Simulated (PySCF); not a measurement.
Bonds (- single, = double, # triple, : aromatic): C1#C2, C2-C3, C3:C4, C4:C5, C5:C6, C6-Si7, C6:C8, C8:N9, N9:N10, N10:N11, N11:C12, C12:C3, C12:C8. C1 carries H13; C4 carries H14; C5 carries H15; Si7 carries H16, H17, H18; N9 carries H19.

- geometry: GFN2-xTB
- PBE0/pcSseg-1 with gauge-including orbitals
- code: PySCF
- in vacuum, one averaged value for each set of equivalent atoms, one conformer, non-relativistic Hamiltonian

References, each an isolated molecule treated in the same way: ¹³C (σ = 186.93 ppm) against TMS.

Q: Do the ¹³C shifts follow the atomic charges (in e)? Tabulate both.

A: 
```csv
atoms,hybridisation,δ (ppm),σ para (ppm),Hirshfeld,IAO,Mulliken,ESP-fitted
C12,sp2,149.3,-212,+0.01,+0.05,+0.15,+0.62
C8,sp2,145.1,-212,+0.03,+0.06,+0.29,-0.06
C5,sp2,139.8,-207,-0.04,-0.13,-0.07,-0.28
C4,sp2,133.6,-196,-0.04,-0.15,+0.01,-0.05
C3,sp2,121.7,-192,+0.01,-0.01,-0.35,-0.24
C6,sp2,112.3,-183,-0.11,-0.30,-0.30,-0.17
C1,sp,97.3,-169,-0.09,-0.21,-0.36,-0.41
C2,sp,84.9,-138,-0.04,-0.02,+0.53,+0.07
```

Correlation coefficients of δ with charge over these carbons: Hirshfeld +0.59, IAO +0.39, Mulliken +0.04, ESP-fitted +0.39; with the paramagnetic shielding -0.97. Among the 6 sp2 carbons alone: Hirshfeld +0.66, IAO +0.72, Mulliken +0.89, ESP-fitted +0.58. With so few points, grouped by hybridisation, these coefficients are fragile. Charge is one influence among several: hybridisation and low-lying excitations act through the paramagnetic term.

Shifts are as computed. Against solution values, carbons near 30 ppm lie about +3 ppm off and those near 130 ppm about +5 ppm. Of 1211 compounds with measured shifts, 218 miss one by over three times the rms of a fit or turn the order of signals round; such compounds aren't used in these exercises.
